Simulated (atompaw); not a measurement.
**Logarithmic derivatives: Au (Z = 79), PAW (atompaw)**

atompaw 4.2.0.5 input, output lines left out:

```
Au 79
GGA-PBE scalarrelativistic loggrid 2001 logderivrange -3 5 201
6 6 5 4 0 0
6 0 1
6 1 0
0 0 0
c
c
c
c
c
v
c
c
c
c
v
c
c
v
c
2
3.00 2.80 2.55 1.90
y
0.55
n
y
0.5
n
y
3.05
n
custom rrkj vanderbiltortho besselshape
3 0 troulliermartins
3.00
3.00
3.00
3.00
3.00
3.00
```

The phase is arctan(r·u′/u) with u = r·R(r), unwrapped; energies in Ry, scanned from -3 to 5 Ry. A pole is an energy at which the radial function vanishes at the test radius. The pseudo phase is shifted by a multiple of π to meet the all-electron one at the reference energy, and phase errors are pseudo minus all-electron; the curves can meet again beyond the range given. Levels narrower than the energy grid can be missing from the lists of poles.

Task: For each channel, where are the poles, and over which energies does the pseudopotential scatter like the atom?

Result:

```json
{"channel": "s", "radius (bohr)": "3.00", "reference energy (Ry)": "-0.42", "poles, all-electron": "0.60", "poles, pseudo": "0.60", "unbroken range about the reference energy with phases within 0.05 rad": "below 3.0", "phase error 1 Ry above the reference energy (rad)": "-0.000"}
{"channel": "p", "radius (bohr)": "3.00", "reference energy (Ry)": "-0.06", "poles, all-electron": "1.89", "poles, pseudo": "1.87, 3.51", "unbroken range about the reference energy with phases within 0.05 rad": "below 2.8", "phase error 1 Ry above the reference energy (rad)": "-0.000"}
{"channel": "d", "radius (bohr)": "3.00", "reference energy (Ry)": "-0.51", "poles, all-electron": "-0.35, 4.13", "poles, pseudo": "-0.35, 4.16", "unbroken range about the reference energy with phases within 0.05 rad": "the whole range", "phase error 1 Ry above the reference energy (rad)": "+0.005"}
```

Phases in the p channel:

```
E (Ry)  all-electron  pseudo
 -3.00         1.367   1.366
 -2.76         1.357   1.356
 -2.52         1.346   1.345
 -2.28         1.332   1.331
 -2.04         1.316   1.315
 -1.80         1.296   1.296
 -1.56         1.272   1.271
 -1.32         1.240   1.239
 -1.08         1.197   1.197
 -0.84         1.136   1.136
 -0.60         1.042   1.042
 -0.36         0.880   0.880
 -0.12         0.562   0.562
  0.12        -0.058  -0.058
  0.36        -0.735  -0.735
  0.60        -1.106  -1.106
  0.84        -1.292  -1.292
  1.08        -1.399  -1.399
  1.32        -1.468  -1.469
  1.56        -1.519  -1.520
  1.80        -1.558  -1.560
  2.04        -1.591  -1.595
  2.28        -1.620  -1.627
  2.52        -1.648  -1.662
  2.76        -1.675  -1.707
  3.00        -1.704  -1.795
  3.24        -1.738  -2.906
  3.48        -1.777  -4.690
  3.72        -1.827  -4.795
  3.96        -1.897  -4.851
  4.20        -2.004  -4.903
  4.44        -2.190  -4.963
  4.68        -2.560  -5.043
  4.92        -3.238  -5.167
```
